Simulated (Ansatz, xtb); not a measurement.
Diatomic TeN, multiplicity 2 (lowest of 2S+1 = 2, 4 at CCSD(T)/def2-TZVPP on PBE0 minima; our sources give no spin for the ground state, which may be another). No spin–orbit coupling. The T1 diagnostic near the minimum is 0.065, so single-reference values are doubtful.

Constants: fifth-degree fit in 1/R to seven points, most abundant isotopes. Runs in def2 and cc sets follow the lowest solution found near the PBE0 minimum.

The values were computed with Ansatz (Gaussian basis) for Hartree–Fock, density functionals and correlated methods; xtb for the GFN methods. Each number belongs to the level named beside it. In def2 rows elements past Kr take small-core potentials, without spin–orbit coupling. The GFN methods have no spin term and hold the electronic entropy of 300 K.

```json
[
 {"level": "GFN1-xTB", "r_e (Å)": "1.847", "ω_e (cm⁻¹)": "___", "ω_e x_e (cm⁻¹)": "3.5", "dipole (D)": "-"},
 {"level": "GFN2-xTB", "r_e (Å)": "1.807", "ω_e (cm⁻¹)": "918", "ω_e x_e (cm⁻¹)": "3.6", "dipole (D)": "-"},
 {"level": "SVWN5/def2-TZVPP", "r_e (Å)": "___", "ω_e (cm⁻¹)": "___", "ω_e x_e (cm⁻¹)": "3.9", "dipole (D)": "2.82"}
]
```

**Question.** Complete the blanks.

**Answer.** 
- SVWN5/def2-TZVPP, r_e (Å): 1.844
- SVWN5/def2-TZVPP, ω_e (cm⁻¹): 851
- GFN1-xTB, ω_e (cm⁻¹): 861

Ansatz is a program for electronic structure.
